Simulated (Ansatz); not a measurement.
Basis sets compared for NaI2 (the lowest doublet isomer of a short search). Charge 0, multiplicity 2. Geometry B3LYP-D4/def2-TZVP. Ansatz on 4 threads of Arm Neoverse V1 on a shared host; times are rough, and most runs start from earlier orbitals.

```xyz
3

Na    0.558    1.282   -0.705
I     0.929   -1.568   -0.378
I    -1.487    0.287    1.084
```

In the def2 sets I takes a core potential; there is no spin–orbit coupling. The structure comes from a short search, and lower isomers may exist.

```
                            level  functions  energy (Eh)  HOMO (eV)  LUMO (eV)  wall time
                  PBE-D4/def2-SVP         67    -757.5820      -5.25      -4.55     0.85 s
                 PBE-D4/def2-TZVP        132    -757.6616      -5.33      -4.61      1.7 s
r2SCAN-D4/def2-TZVP (with forces)        132    -758.0056      -5.66      -4.49      4.1 s
                 PBE0-D4/def2-SVP         67    -757.6496      -6.40      -3.91      1.4 s
                PBE0-D4/def2-TZVP        132    -757.7268      -6.43      -3.93      2.8 s
```

Task: Estimate the rows for PBE-D4/def2-TZVPD, r2SCAN-D4/def2-TZVPD, PBE0-D4/def2-TZVPD.

Result: 
```json
{"level": "PBE-D4/def2-TZVPD", "functions": "153", "energy (Eh)": "-757.6623", "HOMO (eV)": "-5.35", "LUMO (eV)": "-4.64", "wall time": "2.3 s"}
{"level": "r2SCAN-D4/def2-TZVPD", "functions": "153", "energy (Eh)": "-758.0060", "HOMO (eV)": "-5.67", "LUMO (eV)": "-4.51", "wall time": "4.6 s"}
{"level": "PBE0-D4/def2-TZVPD", "functions": "153", "energy (Eh)": "-757.7273", "HOMO (eV)": "-6.44", "LUMO (eV)": "-3.95", "wall time": "3.5 s"}
```
